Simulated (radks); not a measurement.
The numbers below are computed, except where a source is named.
All-electron atom: the promethium ion Pm6+ in [Kr] 4d10 4f3 5s2 5p4.

Level of theory: scalar-relativistic Kohn-Sham, PBE, spin-polarised, spherical densities, finite nucleus; open shells are filled with parallel spins first (spin-orbit coupling, left out, can overturn this in heavy ions); Fermi nuclear charge, rms radius 4.962 fm (a radial shooting solver on a logarithmic mesh with Libxc functionals).

Energy parts (eV):
| part | energy |
|---|---|
| total | -272425.11 |
| kinetic | 290560.52 |
| electron-nucleus | -657734.24 |
| Hartree | 100892.91 |
| exchange-correlation | -6144.31 |

Orbitals (lengths in bohr, moments of r in powers of bohr):
\begin{tabular}{lrrr}
orbital & occ. & eigenvalue (eV) & <1/r> \\ \hline
1s up & 1 & -45103.45 & 67.42 \\
1s down & 1 & -45103.28 & 67.42 \\
2s up & 1 & -7405.808 & 15.59 \\
2s down & 1 & -7405.706 & 15.59 \\
2p up & 3 & -6623.152 & 14.67 \\
2p down & 3 & -6622.997 & 14.67 \\
3s up & 1 & -1684.218 & 5.693 \\
3s down & 1 & -1682.966 & 5.696 \\
3p up & 3 & -1438.418 & 5.373 \\
3p down & 3 & -1437.151 & 5.376 \\
3d up & 5 & -1101.226 & 5.099 \\
3d down & 5 & -1100.218 & 5.102 \\
4s up & 1 & -404.3439 & 2.398 \\
4s down & 1 & -401.2451 & 2.397 \\
4p up & 3 & -323.2399 & 2.212 \\
4p down & 3 & -320.1396 & 2.212 \\
4d up & 5 & -208.4984 & 1.950 \\
4d down & 5 & -205.3338 & 1.951 \\
5s up & 1 & -116.2630 & 1.003 \\
5s down & 1 & -112.5350 & 0.9981 \\
5p up & 3 & -93.5559 & 0.8926 \\
5p down & 1 & -90.0743 & 0.8831 \\
4f up & 3 & -84.4508 & 1.491 \\
4f down & 0 & -81.0512 & 1.494 \\
5d up & 0 & -62.9273 & 0.7192 \\
5d down & 0 & -60.1914 & 0.7006 \\
6s up & 0 & -50.7932 & 0.5038 \\
6s down & 0 & -49.5105 & 0.4965 \\
\end{tabular}

The highest occupied level is 4f up at -84.451 eV. The electron density at the nucleus is 5.139e+05 e/bohr^3 (large components only).
